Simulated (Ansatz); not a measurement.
`[S]=[W](=[S])([Cl])[Cl]` + CH₄ → `[CH3][W](=[S])(=[S])[Cl]` + HCl  (formal exchange of groups at a W–Cl bond)

Program: Ansatz. Geometries: PBE0-D4/def2-TZVP. ΔE: electronic, gas phase. CBS: MP2 limit from def2 TZ/QZ plus the TZ coupled-cluster correction, frozen cores. This one scheme is used for every species. DFT in def2-TZVPP. def2 core potentials past Kr. For W outer-core shells are correlated without core-valence functions, which leaves a few kJ/mol of doubt a bond.

| species | BHLYP-D4 energy (Eh) |
| --- | --- |
| `[S]=[W](=[S])([Cl])[Cl]` | -1784.01658 |
| CH₄ | -40.50336 |
| `[CH3][W](=[S])(=[S])[Cl]` | -1363.65070 |
| HCl | -460.81729 |

Task: Work out ΔE.

Result: ΔE = (-1363.65070) + (-460.81729) − (-1784.01658) − (-40.50336) = 0.05195 Eh = +32.6 kcal/mol. CCSD(T)/CBS gives +31.3 kcal/mol.

Largest T1 diagnostic among the species: 0.022, so the coupled-cluster value is less sure than usual.

From BLYP to BHLYP (50 % exact exchange), in def2-TZVPP and without D4, ΔE moves by −1.6 kcal/mol. Leaving LDA and LC-ωPBE aside and taking each functional with its dispersion term where it has one, the values, not all of them listed here, spread over 3.4 kcal/mol, from ωB97X-V to B97M-V. LDA lies −1.1 kcal/mol from PBE without D4.
